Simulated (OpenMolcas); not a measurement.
Fe2+: ligand-field states by method

Fe2+ with 6 ligands (oxide) in octahedral coordination (Oh) at 2.16 Å. A charge of +1.67 e stands 2.8 Å behind each ligand. Ligand basis ANO-RCC-VDZP.
```
Fe    0.0000    0.0000    0.0000
O     2.1600    0.0000    0.0000
O     0.0000    2.1600    0.0000
O    -2.1600    0.0000    0.0000
O     0.0000   -2.1600    0.0000
O     0.0000    0.0000    2.1600
O     0.0000    0.0000   -2.1600
```

```json
{
  "Program": "OpenMolcas",
  "Basis": "ANO-RCC-VDZP [5s4p2d1f]",
  "Scalar Hamiltonian": "DKH2, point nucleus",
  "Active space": "6 electrons in 5 orbitals (3d)",
  "State averaging": "2S+1 = 5 even, 5 roots; 2S+1 = 3 even, 45 roots; 2S+1 = 1 even, 50 roots",
  "Spin-orbit coupling": "RASSI with atomic mean-field integrals over the reference wave functions"
}
```

I. CASSCF
II. SS-CASPT2, IPEA 0.25 Eh, imaginary shift 0.1 Eh (closed shells correlated: 3s 3p and the ligand valence shells)
III. SS-CASPT2, IPEA 0.25 Eh, real shift 0.3 Eh (closed shells correlated: 3s 3p and the ligand valence shells)

Spin-free states (labels of O, the rotations of Oh) in cm-1, each column counted from its own energy of the first state listed:

| State | Degeneracy | I | II | III |
| --- | --- | --- | --- | --- |
| 5T2 | 3 | 0 | 0 | 0 |
| 5E | 2 | 4810 | 5470 | 5470 |
| 3T1 | 3 | 19176 | 17470 | 17450 |
| 3T2 | 3 | 21223 | 18670 | 18680 |
| 3T1 | 3 | 22889 | 20890 | 20890 |
| 3E | 2 | 24837 | 22760 | 22780 |
| 3T2 | 3 | 25776 | 22380 | 22410 |
| 3T1 | 3 | 25832 | 21910 | 21940 |
| 1A1 | 1 | 25936 | 24310 | 24270 |
| 3A2 | 1 | 28557 | 24720 | 24740 |
| 3T1 | 3 | 28702 | 26420 | 26430 |
| 3T2 | 3 | 28835 | 25160 | 25190 |
| 1T1 | 3 | 29219 | 27040 | 27020 |
| 3E | 2 | 30079 | 27430 | 27450 |
| 3A1 | 1 | 32177 | 29640 | 29650 |
| 1T2 | 3 | 32326 | 29290 | 29310 |
| 3T1 | 3 | 33280 | 31820 | 31810 |
| 1E | 2 | 34137 | 30770 | 30790 |
| 1A1 | 1 | 35004 | 30810 | 30840 |
| 1T2 | 3 | 36030 | 33090 | 33100 |

From I to II, I's first state of the same spin (5E) moves from 4810 to 5470 cm-1, by about +660 cm-1.

From I to II, I's first state of another spin (3T1) moves from 19176 to 17470 cm-1, by about -1700 cm-1.

I: A least-squares ligand-field fit to the states below 45000 cm-1, each weighted by its degeneracy and with a free common offset, gives 10Dq = 4615 cm-1, B = 1149 cm-1 and C = 4269 cm-1 (C/B = 3.72), with an rms deviation of 45 cm-1. The same method and metal basis give the free ion B = 1168 cm-1 (fit to its terms below 60000 cm-1, rms deviation 30 cm-1), so the nephelauxetic ratio is β = 1149 / 1168 = 0.98; it hangs on how both fits weigh the states, and computed free-ion B values tend to be too large, so β mixes covalency with correlation.

χT at 300 K: I 4.18, II 4.16, III 4.16 cm3 K/mol.

Roots that are degenerate in the reference are averaged as groups; the widest CASPT2 spread within a group is 280 cm-1 (the 2-fold group of multiplicity 1 near 77800 cm-1 above the lowest state of its run, II). Shifts and gaps below about the spread of the groups concerned are not significant. Over all roots computed the reference weight is 0.63 to 0.64 in II, 0.68 to 0.69 in III; a low but even weight reflects the number of correlated electrons. An orbital triplet at a regular site is open to Jahn-Teller coupling, which can distort the site and quench the lowest spin-orbit gaps and is left out. The oxide ions are held by bare point charges, a crude embedding. Ligand-to-metal charge-transfer states are missing. With oxide or sulfide held by bare charges the field of late divalent 3d ions can come out several times too small, and g and χT far too large. Without dynamic correlation the repulsion within the d shell is too large (B by tens of per cent), so at a given field states of lower spin stand too high (holds for I). With no ligand orbital active B as a rule stays too high, so bands that hang on it stand too high and its fall with covalency is understated (holds for I). With metal d orbitals alone and no dynamic correlation the field as a rule comes out too small, by tens of per cent, by up to half for chloride and softer ligands, and with too little covalency χT stands high (holds for I). A single d shell leaves out the double-shell effect, which counts most for late 3d ions, where the CASPT2 field can be off either way by tens of per cent (holds for II; III). These CASPT2 states fit no ligand-field parameters well, so their order and spin gaps are uncertain (holds for II; III). For late 3d ions with one d shell CASPT2 can put B and the spin-flip bands somewhat low as well as high (holds for II; III). With one d shell and no ligand orbital active, 10Dq can be off by tens of per cent for divalent 3d ions, low with halides held by bare charges and at times high in hosts (holds for II; III). Free-ion shares, where given, are those of the reference states; single-state CASPT2 does not remix them (holds for II; III). No measured value stands beside these numbers; the geometry is a model, was not optimised and need not be the one that this ion takes.
